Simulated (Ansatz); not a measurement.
Basis sets compared for Zn5⁺ (the lowest doublet isomer of a short search). The state is a doublet with charge 1. Geometry PBE/def2-SVP. Ansatz on 4 threads of Arm Neoverse V2 on a shared host; times are rough, and most runs start from earlier orbitals.

```xyz
5

Zn   -1.424    0.643    0.100
Zn    0.823    1.672    0.973
Zn    0.901    0.283   -1.249
Zn   -0.824   -1.672   -0.972
Zn    0.524   -0.926    1.148
```

The structure comes from a short search, and lower isomers may exist.

```json
{"level": "PBE/def2-SVP", "functions": "155", "energy (Eh)": "-8894.1204", "HOMO (eV)": "-8.68", "LUMO (eV)": "-8.01", "wall time": "3.9 s"}
{"level": "PBE0/def2-SVP", "functions": "155", "energy (Eh)": "-8894.2421", "HOMO (eV)": "-9.19", "LUMO (eV)": "-7.10", "wall time": "7.5 s"}
```

Question: Estimate the rows for PBE/def2-TZVP (with forces), PBE0/def2-TZVP.

Answer: 
| level | functions | energy (Eh) | HOMO (eV) | LUMO (eV) | wall time |
| --- | --- | --- | --- | --- | --- |
| PBE/def2-TZVP (with forces) | 240 | -8895.4531 | -8.98 | -8.31 | 8.5 s |
| PBE0/def2-TZVP | 240 | -8895.5261 | -9.44 | -7.33 | 16 s |
